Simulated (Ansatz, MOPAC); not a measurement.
Potential energy curve for SMILES BN (H4BN). The N1–B4 bond (N1 also carries H, H; B4 carries H, H) is stretched with both fragments frozen at the PBE0/def2-TZVP optimised geometry.

- RHF/cc-pVTZ (Ansatz, a quantum-chemistry and plane-wave program)
- RCCSD = CCSD on RHF/cc-pVTZ, frozen core in Ansatz
- AM1, restricted, heats of formation (MOPAC)

Energies are in mEh, each relative to the lowest point of its own curve near equilibrium.

```
R / Å    RHF  RCCSD    AM1
-----  -----  -----  -----
1.11   110.6  112.1   80.0
1.18    53.1   54.5   33.1
1.22    31.8   33.0   16.6
1.33     2.9    3.3    0.0
1.38     0.0    0.0    2.3
1.40     0.1    0.0    4.5
1.48     6.3    5.4   18.1
1.54    15.3   13.9   32.0
1.61    28.9   26.8   50.8
1.71    51.7   48.6   80.5
1.87    91.5   86.9  131.4
2.10   147.3  140.6  201.6
2.25   180.3  172.1  239.3
2.51   230.1  219.0  287.9
2.74   266.7  252.1  313.0
3.04   305.5  284.3  329.3
3.38   340.0  307.6  340.6
3.78   364.7      —  349.9
4.10   376.0      —  356.0
4.86   392.1      —  367.0
```

At the longest distance, 4.86 Å, RHF lies highest above its minimum (392.1 mEh) and AM1 lowest (367.0 mEh).

Dashes: no converged value, or the column stops at the first point that the program doubted or that broke a chosen test of continuity, which isn't proof of a fault.

The restricted form behind RHF, AM1 keeps the bonding electrons paired and can't separate into open-shell fragments. The T1 diagnostic of CCSD on the restricted reference of RCCSD exceeds 0.045 at 2.74 to 4.86 Å.
